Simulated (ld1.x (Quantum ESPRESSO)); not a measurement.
## nickel (Ni): variants of one TM potential

Base potential:

ld1.x (Quantum ESPRESSO) 7.5 input, shortened:

```
&input
   title='Ni', zed=28., rel=1, dft='PZ', iswitch=3,
   config='[Ar] 3d8.5 4s1.5 4p0 4f-2'
 /
 &inputp
   pseudotype=2, tm=.true., lloc=2,
   nlcc=.true., new_core_ps=.true., rcore=0.70
 /
4
4S  1  0   1.50   0.00  1.85  1.85  0.0
4P  2  1   0.00   0.00  2.40  2.40  0.0
4F  4  3  -2.00  -0.05  2.35  2.35  0.0
3D  3  2   8.50   0.00  1.00  1.00  0.0
 &test
   configts(1)='3d8.5 4s1.5 4p0'
 /
```

Cutoffs, loose and tight: the cutoffs (Ry, on a coarse ladder) from which the occupation-weighted sum of valence levels, in a spherical-Bessel basis at the reference potential, stays within 10 and 1 mRy of its value at 400 Ry. They do not see the model core or the augmentation charge, which bear on the density cutoff. Test errors are all-electron minus pseudo excitation energies from the reference, over the configurations 3d8 4s2 4p0; 3d8 4s1 4p0; 3d8 4s0 4p0; 3d9 4s1 4p0; 3d8 4s1.5 4p0; 3d7 4s0 4p0; 3d8 4s0 4p1 (two spin-polarised tests are not counted in the largest error). A dash means not determined; rows that change the core or the reference have their own tests. The largest error is taken over the tests solved by every variant that gives reliable tests at all: 3d7 4s0 4p0; 3d8 4s0 4p0; 3d8 4s1 4p0; 3d8 4s1.5 4p0; 3d8 4s2 4p0; 3d9 4s1 4p0.

A true bound ghost makes a file unfit for plane-wave use even where its test errors are small: the radial tests pick states by their node count and pass the ghost by. Where a test does run into it, the solver fails or the error is huge.

```tsv
change	outcome	cutoff, loose	cutoff, tight	bound ghosts	largest test error (meV)
base	generated	230 Ry	over 300 Ry	s, p	-276
wave 4s (bound): rc 1.85 bohr becomes 4s (bound): rc 1.16 bohr	generated	230 Ry	over 300 Ry	p, s	-436
wave 4s (bound): rc 1.85 bohr becomes 4s (bound): rc 1.52 bohr	generated	230 Ry	over 300 Ry	s, p	-332
wave 4s (bound): rc 1.85 bohr becomes 4s (bound): rc 1.70 bohr	generated	230 Ry	over 300 Ry	s, p	-291
wave 4s (bound): rc 1.85 bohr becomes 4s (bound): rc 2.00 bohr	generated	230 Ry	over 300 Ry	s, p	-271
wave 4s (bound): rc 1.85 bohr becomes 4s (bound): rc 2.20 bohr	generated	230 Ry	over 300 Ry	s, p	-285
wave 4s (bound): rc 1.85 bohr becomes 4s (bound): rc 2.46 bohr	generated	230 Ry	over 300 Ry	s, p	-330
wave 4s (bound): rc 1.85 bohr becomes 4s (bound): rc 2.80 bohr	generated	230 Ry	over 300 Ry	s, p	-446
```

Reading the sweep of the s radius (base included, trends over the rows without a ghost): Bound ghosts are found at 1.16, 1.52, 1.7, 1.85, 2, 2.2, 2.46, 2.8 bohr. Every judged row has one, so this setting neither creates nor removes them.
